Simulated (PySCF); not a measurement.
## Two-component Hartree-Fock for Sc²⁺ (scandium, charge +2)

Start: [Ar] 4s1; 4s1/2 filled at m_j = +1/2. Calculated with PySCF 2.14 in x2c-SVPall-2c with one added diffuse shell each of s, d type (6s5p4d1f, 48 functions): generalised Hartree-Fock with the X2C-1e Hamiltonian and a Gaussian nucleus; one run each with spin-orbit coupling (SO) switched off, then screened by Boettger's factors. This is a chosen level, not necessarily the ground level.

```
spinor shell  electrons  ε, spin-free (eV)  ε, screened SO (eV)  weight of nominal j (screened SO)  rms radius, screened SO (bohr)
       1s1/2          2            -4561.1              -4561.1                              1.000                          0.0845
       2s1/2          2            -548.13              -548.13                              1.000                           0.370
       2p1/2          2            -451.01              -454.16                              1.000                           0.338
       2p3/2          4            -451.01              -449.45                              1.000                           0.340
       3s1/2          2            -92.933              -92.933                              1.000                            1.14
       3p1/2          2            -64.840              -65.224                              0.984                            1.23
       3p3/2          4            -64.840              -64.649                              0.992                            1.24
       4s1/2          1            -20.557              -20.557                              1.000                            3.54
```

| quantity | spin-free | screened SO |
| --- | --- | --- |
| E (hartree) | -762.41379 | -762.41599 |
| M_J | 1/2 | 1/2 |
| ⟨J²⟩ | 0.750 | 0.750 |
| ⟨L²⟩ | 0.000 | 0.000 |
| ⟨S²⟩ | 0.750 | 0.750 |

Each row is a mean over spinors that exchange with the open shell spreads, by up to 0.339 eV (3s1/2).

Without spin-orbit coupling the j labels of p, d and f shells carry no meaning; the spin-free column gives the mean over the occupied spinors of each nl shell.
